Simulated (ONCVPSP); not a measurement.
Varying the ONCV potential for potassium

Base potential:

ONCVPSP 4.0.1 input, shortened (lines: element, Z, core and valence counts, functional; n l f; lmax; l rc ep ncon nbas qcut; lloc lpopt rc5 dvloc0; l nproj debl; icmod fcfact rcfact), PBEsol, scalar-relativistic:

```
  K 19.00    3    3  -116133      upf
    1    0    2.00
    2    0    2.00
    2    1    6.00
    3    0    2.00
    3    1    6.00
    4    0    1.00
    2
    0    2.45    0.00    4    8    5.50
    1    2.20    0.00    4    7    6.90
    2    2.20    0.02    4    7    3.90
    2    5    2.20    0.00
    0    2    0.70
    1    2    2.60
    2    0    2.90
    0    0.00    0.00
```

All-electron outer shells of the reference configuration (PBEsol, scalar-relativistic, ld1.x):

| shell | level (eV) | outermost node (bohr) | outermost maximum (bohr) |
| --- | --- | --- | --- |
| 2p | -279.90 | – | 0.26 |
| 3s | -35.27 | 0.48 | 1.08 |
| 3p | -18.80 | 0.45 | 1.15 |
| 4s | -2.30 | 1.59 | 4.23 |

Cutoffs, loose and tight: the cutoffs (Ha) at which the residual kinetic energy of the hardest occupied pseudo-wave falls to 1 and 0.1 mHa per electron. They do not see the model core or the augmentation charge, which bear on the density cutoff. Test errors are all-electron minus pseudo excitation energies from the reference, over the configurations 3s2 3p6 4s0; 3s2 3p6 4s0.5; 3s2 3p6 4s0 4p1; 3s2 3p5 4s1. A dash means not determined; rows that change the core or the reference have their own tests. The largest error is taken over the tests solved by every variant that gives reliable tests at all: 3s2 3p5 4s1; 3s2 3p6 4s0; 3s2 3p6 4s0.5.

A true bound ghost makes a file unfit for plane-wave use even where its test errors are small: the radial tests pick states by their node count and pass the ghost by.

```csv
change,outcome,"cutoff, loose","cutoff, tight",bound ghosts,GHOST(+) flags above zero,largest test error (meV)
base,generated,13 Ha,16 Ha,"s, p",none,-13
"all radii scaled by about 0.77 (s 1.90, p 1.70, d 1.70 bohr)",generated,12 Ha,14 Ha,s,p,+5.9
"all radii scaled by about 0.86 (s 2.10, p 1.88, d 1.88 bohr)",generated,13 Ha,15 Ha,s,p,+12
"all radii scaled by about 0.93 (s 2.28, p 2.06, d 2.06 bohr)",generated,13 Ha,16 Ha,"s, p",none,-11
"all radii scaled by about 1.08 (s 2.66, p 2.38, d 2.38 bohr)",generated,12 Ha,15 Ha,"s, p",none,-20
"all radii scaled by about 1.16 (s 2.84, p 2.56, d 2.56 bohr)",generated,11 Ha,14 Ha,s,p,+45
"all radii scaled by about 1.32 (s 3.24, p 2.90, d 2.90 bohr)",generated,10 Ha,12 Ha,none,s,+8.7
```

Problem. What comes out with this change to the base: all radii scaled by about 1.24 (s 3.04, p 2.72, d 2.72 bohr)?

Solution. outcome: generated; cutoff, loose: 11 Ha; cutoff, tight: 14 Ha; bound ghosts: none; GHOST(+) flags above zero: s; largest test error (meV): -16.

Reading the sweep of the scale of all radii (base = 1) (base included, trends over the rows without a ghost): Bound ghosts are found at 0.77, 0.86, 0.93, 1, 1.08, 1.16.
